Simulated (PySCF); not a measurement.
C₄H₄, SMILES C1C=CC=1. Coordinates come from a PBE0-D3(BJ)/def2-SVP optimisation.

These are PBE0-D3(BJ)/def2-SVP (PySCF) values and carry that method's errors.

Harmonic wavenumbers (cm⁻¹): 539, 601, 606, 747, 842, 907, 910, 970, 1048, 1130, 1190, 1261, 1666, 1680, 3226, 3243, 3265, 3275. Rotational constants (GHz): 16.95, 12.88, 7.318; symmetry number 4.

Work out the zero-point energy and the ideal-gas rigid-rotor harmonic-oscillator thermochemistry at 298.15 K and 1 atm.

ZPE = ½ Σ hcν = ½ × 27108 cm⁻¹ = 38.75 kcal/mol. H − E(el) = 41.69 kcal/mol. Entropy in cal/(mol K): translation 37.77, rotation 20.07, vibration 2.48, total 60.32. G − E(el) = 23.71 kcal/mol. Cp = 14.92 cal/(mol K).
